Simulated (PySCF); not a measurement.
A structure optimised at ωB97X-D3(BJ)/def2-SVP, used in a PySCF frequency run:

```xyz
7

Be     0.0000     0.0000     0.1657
Cl     0.0000     0.0000     1.9849
O      0.0000     0.0000    -1.2216
C      0.0000     0.0000    -2.6063
H     -0.8938    -0.5160    -2.9984
H      0.0000     1.0321    -2.9984
H      0.8938    -0.5160    -2.9984
```

Task: Write its SMILES, formula and point group.

Result: C[O][Be][Cl], CH₃BeClO, C3v

Task: What are its rotational constants (standard atomic weights)?

Result: 156.89, 1.8560, 1.8560 GHz
